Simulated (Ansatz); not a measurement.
F₃HOSW, SMILES `[OH][W]([F])([F])([F])=[S]`, relaxed with RKS PBE0-D4/def2-TZVP in the Gaussian-basis code of Ansatz from a PBE-D4/def2-SVP geometry. The force threshold is 0.005 eV/Å; the program also tests the step.

The species carries charge 0 and has multiplicity 1. W takes the def2 core potential.

Start:

```xyz
7

O     1.205   -0.901   -0.360
W    -0.162    0.296    0.155
F     1.132    1.184    1.175
F    -0.994   -0.165   -1.475
F    -0.927    1.989   -0.146
S    -1.379   -0.714    1.582
H     1.125   -1.688   -0.931
```

| step | energy (eV) | largest force (eV/Å) | largest move (Å) |
| --- | --- | --- | --- |
| 1 | -22872.8565 | 0.906 | 0.000 |
| 2 | -22872.9065 | 0.812 | 0.043 |
| 3 | -22872.9205 | 0.045 | 0.024 |
| 4 | -22872.9210 | 0.026 | 0.011 |
| 5 | -22872.9217 | 0.046 | 0.026 |
| 6 | -22872.9218 | 0.120 | 0.046 |
| 7 | -22872.9221 | 0.019 | 0.008 |
| 8 (rejected) | -22872.9221 | 0.027 | 0.005 |
| 9 | -22872.9221 | 0.005 | 0.003 |
| 10 | -22872.9221 | 0.004 | 0.003 |
| 11 | -22872.9221 | 0.003 | 0.004 |

End:

```xyz
7

O     1.190   -0.913   -0.319
W    -0.167    0.277    0.171
F     1.117    1.155    1.169
F    -0.966   -0.202   -1.446
F    -0.896    1.948   -0.175
S    -1.384   -0.676    1.594
H     1.107   -1.589   -0.996
```

Run time 91 s (4 threads of an AMD EPYC on a shared host); peak host memory 0.61 GiB.
